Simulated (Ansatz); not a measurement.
`[ZnH][S][GaH2]` + CH₃OH → `C[O][ZnH]` + `[SH][GaH2]` at 500 K and 1 bar (ligand exchange at a Zn–S bond).

Gas-phase electronic energies from Ansatz, PBE0-D4/def2-TZVP geometries. CCSD(T)/CBS is the MP2 limit (def2-TZVPP, def2-QZVPP) plus CCSD(T) − MP2 in def2-TZVPP, frozen cores. This one scheme is used for every species. For Ga, Zn outer-core shells are correlated without core-valence functions, which leaves a few kJ/mol of doubt a bond. Scalar relativity is left out up to krypton.

```csv
species,CCSD(T)/CBS energy (Eh),H − E (kJ/mol),S (J/(mol·K))
`[ZnH][S][GaH2]`,-4101.94463,94.7,385.7
CH₃OH,-115.61712,157.0,265.4
`C[O][ZnH]`,-1893.99751,156.0,340.2
`[SH][GaH2]`,-2323.53734,87.2,313.7
```

H − E and S are ideal-gas, rigid-rotor, harmonic terms from PBE0-D4/def2-TZVP. 1 Eh = 2625.50 kJ/mol, R = 8.31446 J/(mol·K).

Question: By hand: ΔE, ΔH, ΔS and ΔG.

Answer: ΔE = (-1893.99751) + (-2323.53734) − (-4101.94463) − (-115.61712) = 0.02690 Eh = 70.6 kJ/mol. Δ(H − E) = 156.0 + 87.2 − 94.7 − 157.0 = -8.5, so ΔH = 62.1 kJ/mol. ΔS = 340.2 + 313.7 − 385.7 − 265.4 = 2.8 J/(mol·K). ΔG = 62.1 − 500 × (2.8)/1000 = 60.7 kJ/mol.

Question: By hand: the equilibrium constant, and the temperature at which ΔG would vanish if ΔH and ΔS stayed fixed.

Answer: log₁₀ K = −ΔG/(RT ln 10) = -6.3. ΔG = 0 at ΔH/ΔS = 22179 K, far beyond where these terms or the molecules hold.

The number of gas molecules stays the same, so ΔS is small and ΔH decides. A doubt of 5 kJ/mol in ΔE shifts log₁₀ K by 0.5 here. These are equilibria of isolated gas molecules and say nothing of rates. Largest T1 diagnostic: 0.017 (customary marks: 0.02 for closed shells, 0.045 for open ones).
